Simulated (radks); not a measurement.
Q: Re, configuration [Xe] 4f14 5d4 6s2 6p1 (not the ground configuration). Method: scalar-relativistic Kohn-Sham, PBE, spin-unpolarised, spherical densities, point nucleus; computed with a radial shooting solver on a logarithmic mesh with Libxc functionals. Some entries of the table are withheld. Estimate them.

orbital,occ.,eigenvalue (eV),<r^2> (bohr^2),<r> (bohr)
1s,2,-71671.93,0.0004477,0.01803
2s,2,-12429.99,0.006874,0.07621
2p,6,-10846.69,0.005708,0.06834
3s,2,-2881.083,0.04455,0.1974
3p,6,-2414.305,0.04540,0.1979
3d,10,-1885.597,0.03764,(1)
4s,2,-604.6549,0.2190,0.4405
4p,6,(2),0.2497,0.4686
4d,10,-259.6424,0.2895,0.5000
5s,2,-89.4614,1.199,1.033
5p,6,(3),1.633,1.201
4f,14,-46.6089,0.4181,0.5800
5d,4,-8.4910,3.943,1.817
6s,2,-7.7692,9.619,2.908
6p,1,(4),20.70,4.212

A: 
(1) 3d <r> (bohr): 0.1792
(2) 4p eigenvalue (eV): -451.5844
(3) 5p eigenvalue (eV): -51.0323
(4) 6p eigenvalue (eV): -2.3984
